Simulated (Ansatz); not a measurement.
Mulliken charges of H4InN, SMILES `[NH2][InH2]` from r2SCAN/def2-TZVPP in Ansatz (PBE0-D4/def2-TZVP geometry).

```json
{"atom": "N1", "x (Å)": "-0.092", "y (Å)": "-1.061", "z (Å)": "0.037", "charge (e)": "-0.585"}
{"atom": "In2", "x (Å)": "0.095", "y (Å)": "0.936", "z (Å)": "-0.048", "charge (e)": "0.532"}
{"atom": "H3", "x (Å)": "-0.598", "y (Å)": "-1.553", "z (Å)": "0.753", "charge (e)": "0.165"}
{"atom": "H4", "x (Å)": "0.312", "y (Å)": "-1.697", "z (Å)": "-0.629", "charge (e)": "0.165"}
{"atom": "H5", "x (Å)": "1.012", "y (Å)": "1.520", "z (Å)": "-1.371", "charge (e)": "-0.138"}
{"atom": "H6", "x (Å)": "-0.687", "y (Å)": "1.790", "z (Å)": "1.212", "charge (e)": "-0.138"}
```

Task: By hand: the dipole of these point charges (1 e Å = 4.8032 D).

Result: Σ q r = (0.012, 0.126, -0.005) e Å, of length 0.127 e Å = 0.61 D.

Task: How does the dipole of the full density compare? (An estimate is asked.)

Result: Computed: (-0.010, -0.114, 0.006) e Å, 0.55 D; the point charges give 1.11 times that, at 179° from its direction, so they point the opposite way.

Point charges leave out the atoms' own dipoles, such as those of lone pairs, and Mulliken's split depends on the basis, so the two needn't agree.
